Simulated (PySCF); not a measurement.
## Where the electron goes

Compound: tetrachlorosilane, SiCl4.
Z-matrix (Å and degrees, GFN2-xTB geometry), rows numbered from 1:
```
Cl
Si  1  2.0141
Cl  2  2.0142  1  109.47
Cl  2  2.0142  1  109.50  3   120.01
Cl  2  2.0143  1  109.44  3  -120.00
```

Method: TDDFT CAM-B3LYP/def2-SVPD, vertical, gas phase, core orbitals frozen in the response (PySCF 2.14.0, density-fitted response routines).

Frontier orbitals with the atoms that hold most of them (Löwdin shares over 4%, at most four atoms; ? is withheld):

```csv
orbital,ε (eV),atoms
HOMO-3,-11.88,"Cl3 25%, Cl4 25%, Cl1 22%, Cl5 19%"
HOMO-2,-11.00,"Cl1 35%, Cl4 35%, Cl3 29%"
HOMO-1,-11.00,"Cl5 37%, Cl3 34%, Cl4 24%, Cl1 4%"
HOMO,-11.00,"Cl5 37%, Cl1 36%, Cl4 15%, Cl3 12%"
LUMO,0.11,?
LUMO+1,1.20,"Si2 29%, Cl4 18%, Cl3 18%, Cl1 18%"
LUMO+2,1.38,"Cl5 28%, Cl1 22%, Si2 20%, Cl4 16%"
```

Problem. Give the leading atoms of the LUMO.

Solution. Si2 (bonded to 4 Cl) 24%; Cl4 (bonded to Si) 19%; Cl3 (bonded to Si) 19%; Cl1 (bonded to Si) 19%. By element: chlorine 57% or more, silicon 24%.

Within 0.005 eV of a neighbour in this list lie HOMO-2/HOMO-1/HOMO (point group found: Td); within a degenerate set the shares of single atoms can hang on how the components are chosen.

Problem. How does S1 compare with the orbital gap of 11.11 eV?

Solution. S1 is at 7.72 eV (f = 0.0000), 3.39 eV below the gap, made of HOMO-2/HOMO-1/HOMO→LUMO (≥83%). S1/S2/S3 lie within about 0.01 eV of each other. Without the coupling terms of the response equations the lowest excitation would equal the gap.

Next come S2 at 7.72 eV (f 0.0000), HOMO-2/HOMO-1/HOMO→LUMO (≥83%); S3 at 7.72 eV (f 0.0000), HOMO-2/HOMO-1/HOMO→LUMO (≥82%); S4 at 8.60 eV (f 0.0000), HOMO-7→LUMO (46%), HOMO-2/HOMO-1/HOMO→LUMO+2 (≥22%), HOMO-2/HOMO-1/HOMO→LUMO+3 (≥9%); S5 at 8.60 eV (f 0.0000), HOMO-6→LUMO (47%), HOMO-2/HOMO-1/HOMO→LUMO+4 (≥15%), HOMO-2/HOMO-1/HOMO→LUMO+3 (≥12%).

Orbitals of the list HOMO-3 to LUMO+2 that lie within 0.01 eV of each other are written together with a slash and their weights summed (≥ marks a lower bound); for degenerate orbitals outside that list single weights are arbitrary.

On one thread of an Arm Neoverse V2, no GPU (shared host), this took 11 s of wall time.
